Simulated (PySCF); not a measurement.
Compound: C6H10NO (doublet state).
Z-matrix (Å and degrees, GFN2-xTB geometry), rows numbered from 1:
```
C 
C   1  1.5335
C   2  1.4812  1  111.80
C   3  1.3766  2  129.63  1   112.01
N   4  1.3228  3  113.13  2  -178.42
O   5  1.3601  4  108.39  3     0.15
C   6  1.4285  5  110.52  4    -0.94
C   7  1.5337  3  114.44  2   -62.29
H   1  1.0871  2  110.09  3  -176.61
H   1  1.0875  2  110.27  3   -56.73
H   1  1.0874  2  110.71  3    63.41
H   2  1.0916  1  109.41  3   120.67
H   2  1.0948  1  108.72  3  -121.35
H   4  1.0731  3  127.92  2     1.65
H   7  1.1022  3  112.64  2    62.46
H   8  1.0862  7  109.72  3    66.41
H   8  1.0860  7  109.52  3  -173.44
H   8  1.0872  7  109.74  3   -53.93
```

The hyperfine couplings belong to this conformer and change with its torsions.

As a line formula: `CC[C]1C=NO[C@H]1C` [radical].

Method used: UKS B3LYP, pcH-1 on C H N O, non-relativistic, mean-field spin-orbit, GIAO (PySCF). Geometry: GFN2-xTB, one conformer, isolated molecule. Couplings are sensitive to structure, and on GFN2-xTB geometries they can be far from those on DFT ones. The SCF solution wasn't tested for stability. ⟨S²⟩ is 0.773 where a pure state has 0.75.

Principal values of hyperfine tensors in MHz (contact and dipolar terms together), for some of the nuclei:

| atom | isotope | A1 | A2 | A3 |
| --- | --- | --- | --- | --- |
| H15 | 1H | 110.01 | 112.32 | 117.85 |
| C8 | 13C | 58.72 | 58.84 | 72.84 |
| C3 | 13C | 4.80 | 6.50 | 141.19 |
| H13 | 1H | 43.57 | 44.14 | 52.26 |
| C4 | 13C | -69.24 | -28.27 | -23.86 |
| C7 | 13C | -30.49 | -29.98 | -28.77 |
| N5 | 14N | -4.52 | -3.73 | 72.38 |
| C2 | 13C | -19.40 | -17.83 | -17.22 |

Q: Split each tensor into its isotropic and traceless parts, and turn a_iso into mT with g = 2.0040.

A: a_iso = (A1 + A2 + A3)/3, Ti = Ai − a_iso; 1 mT corresponds to 28.048 MHz.

```
atom  a_iso (MHz)  a_iso (mT)      T1      T2     T3
 H15       113.39       4.043   -3.39   -1.07   4.46
  C8        63.47       2.263   -4.75   -4.63   9.37
  C3        50.83       1.812  -46.03  -44.32  90.36
 H13        46.66       1.664   -3.09   -2.52   5.61
  C4       -40.46      -1.442  -28.78   12.19  16.60
  C7       -29.75      -1.061   -0.74   -0.24   0.98
  N5        21.38       0.762  -25.90  -25.10  51.00
  C2       -18.15      -0.647   -1.25    0.32   0.93
```

Q: What spin density at the nucleus of C7 lies behind its contact coupling (g_N = 1.40482)?

A: a_FC = (2μ0/3) gₑ μB g_N μN ρ(0)/(2S·h) = 800.24 MHz × g_N × ρ(0)/(2S), with ρ in bohr⁻³. With a_FC = -29.75 MHz and 2S = 1, ρ(0) = -0.02646 bohr⁻³.

Q: C1 (13C, g_N = 1.40482) isn't in the table. Its spin density at the nucleus is 0.03039 bohr⁻³. What is its contact coupling?

A: By the same relation, a_FC = 34.2 MHz. Its full tensor has the principal values 31.16, 31.48, 39.84 MHz.

Q: Which nucleus of the table has the largest anisotropic coupling, and what is its form?

A: C3: -46.0, -44.3, 90.4 MHz, axial, in the ratio −1:−1:+2, the form that spin in one p orbital centred on that nucleus gives.

Q: In a single crystal, with the field along each principal axis of the tensor of C8 in turn, what first-order splitting does this nucleus give (isotropic g, quadrupole terms neglected)?

A: 2 lines (I = 1/2), spaced by |A_i|/(g × 13.996): 2.09, 2.10, 2.60 mT along the axes of A1, A2 and A3.
